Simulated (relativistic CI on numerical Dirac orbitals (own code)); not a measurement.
## Slater's F² for V⁷⁺ from its measured terms

Problem. The ground configuration 3s²3p⁴ of V⁷⁺ has the measured levels ³P: 7579.6 (J = 0), 6007.8 (J = 1), 0.0 (J = 2); ¹D: 27072.0 (J = 2); ¹S: 60641.0 (J = 0) cm⁻¹ (Sugar and Corliss, J. Phys. Chem. Ref. Data 7, 1191 (1978)). Test the one-configuration theory of p4 and extract F²(3p,3p).

Working.
1. Centres of gravity, weighted by 2J + 1: ³P 2844.8, ¹D 27072.0, ¹S 60641.0 cm⁻¹. To first order spin-orbit coupling drops out of them.
2. Slater-Condon theory gives ¹D − ³P = 6F²/25 and ¹S − ¹D = 9F²/25, so the ratio of the upper interval to the lower is 9/6 = 1.500, whatever F².
3. Measured intervals: 24227.2 and 33569.0 cm⁻¹, ratio 1.386.
4. F² from the lower interval is 100947 and from the upper 93247 cm⁻¹.

Check. The radial integral calculated for this configuration (Dirac-KLI orbitals, unscaled) is F² = 112299 cm⁻¹; the two empirical values are 90 % and 83 % of it. The ratio departs from 1.50 through mixing with other configurations and second-order spin-orbit coupling.
